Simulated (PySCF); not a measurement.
From computed data to an observable: entropy of an ideal gas

ammonia borane (BH6N), SMILES [NH3+][BH3-].

Geometry: B3LYP-D3(BJ)/def2-TZVP.

B3LYP-D3(BJ)/def2-TZVP in PySCF gives the harmonic wavenumbers 267, 648, 652, 652, 1068, 1069, 1190, 1190, 1194, 1331, 1668, 1668, 2437, 2491, 2491, 3449, 3548, 3548 cm⁻¹ and the rotational temperatures 3.5445, 0.8523, 0.8523 K. The molar mass is 30.86 g/mol, the symmetry number 3, the spin multiplicity 1.

### Question
Work out the entropy at 298.15 K and 1 atm in the rigid-rotor, harmonic-oscillator model.

### Answer

Translation (Sackur–Tetrode at 1 atm): S = R[1.5 ln M + 2.5 ln T − 1.16487] = 151.5 J/(mol K).
Rotation: q = (√π/σ) T^1.5/√(θA θB θC) = 1900, S = R[ln q + 3/2] = 75.2 J/(mol K).
Vibration: with u = 1.4388 ν/T, each mode gives R[u/(e^u − 1) − ln(1 − e^−u)]:
```json
[
 {"ν (cm⁻¹)": "267", "modes": "1", "u": "1.29", "S (J/(mol K))": "6.76"},
 {"ν (cm⁻¹)": "648", "modes": "1", "u": "3.13", "S (J/(mol K))": "1.57"},
 {"ν (cm⁻¹)": "652", "modes": "2", "u": "3.15", "S (J/(mol K))": "3.08"},
 {"ν (cm⁻¹)": "1068", "modes": "1", "u": "5.15", "S (J/(mol K))": "0.30"},
 {"ν (cm⁻¹)": "1069", "modes": "1", "u": "5.16", "S (J/(mol K))": "0.30"},
 {"ν (cm⁻¹)": "1190", "modes": "2", "u": "5.74", "S (J/(mol K))": "0.36"},
 {"ν (cm⁻¹)": "1194", "modes": "1", "u": "5.76", "S (J/(mol K))": "0.18"},
 {"ν (cm⁻¹)": "1331", "modes": "1", "u": "6.42", "S (J/(mol K))": "0.10"},
 {"ν (cm⁻¹)": "1668", "modes": "2", "u": "8.05", "S (J/(mol K))": "0.05"}
]
```
The stiffer modes add less than 0.005 each. Sum 12.7 J/(mol K).
Spin: R ln 1 = 0.0 J/(mol K).
Total 239.4 J/(mol K); the program's own thermochemistry gives 239.4. Translation makes up 63 % and vibration 5 %. Anharmonicity, hindered rotation and orbital degeneracy are left out.
